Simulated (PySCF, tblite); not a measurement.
Isomers of C4H17NSi3, one GFN2-xTB conformer each. Single-point energies are computed at PBE0/pcSseg-1 (PySCF, gas phase, no added dispersion term), electronic only.

| SMILES | GFN2-xTB relative energy (kJ/mol) |
| --- | --- |
| CCCCN([SiH3])[SiH2][SiH3] | 0.0 |
| CCCN(C)[SiH]([SiH3])[SiH3] | 115.9 |

Conformers: `[CH3:1][CH2:2][CH2:3][CH2:4][N:5]([SiH3:6])[SiH2:7][SiH3:8]` with C1–C2–C3–C4 -178°, C2–C3–C4–N5 179°, C3–C4–N5–Si6 83°, C4–N5–Si7–Si8 85°; `[CH3:1][CH2:2][CH2:3][N:4]([CH3:5])[SiH:6]([SiH3:7])[SiH3:8]` with C1–C2–C3–N4 174°, C2–C3–N4–C5 70°, C3–N4–Si6–Si7 76°.

Question: What does PBE0/pcSseg-1 give for the same structures?

Answer: 
```csv
SMILES,PBE0/pcSseg-1 E (Eh),PBE0/pcSseg-1 (kJ/mol),GFN2-xTB (kJ/mol),point group
CCCCN([SiH3])[SiH2][SiH3],-1085.20791,0.0,0.0,C1
CCCN(C)[SiH]([SiH3])[SiH3],-1085.18701,54.9,115.9,C1
```

Both levels put the same isomer lowest. 

Question: Which frontier levels, dipoles and rotational constants go with these structures?

Answer: 
| SMILES | HOMO (eV, PBE0/pcSseg-1) | LUMO (eV) | dipole (D) | A, B, C (MHz) |
| --- | --- | --- | --- | --- |
| CCCCN([SiH3])[SiH2][SiH3] | -6.70 | -0.35 | 1.03 | 1167, 707.8, 525.9 |
| CCCN(C)[SiH]([SiH3])[SiH3] | -6.16 | -0.53 | 1.44 | 1506, 665.0, 524.4 |

Question: What happens when harmonic zero-point energies from GFN2-xTB frequencies are added?

Answer: 
```csv
SMILES,ZPE (kJ/mol),electronic (kJ/mol),with ZPE (kJ/mol)
CCCCN([SiH3])[SiH2][SiH3],504.1,0.0,0.0
CCCN(C)[SiH]([SiH3])[SiH3],507.4,54.9,58.2
```

The zero-point energies span 3.3 kJ/mol. The order is unchanged.
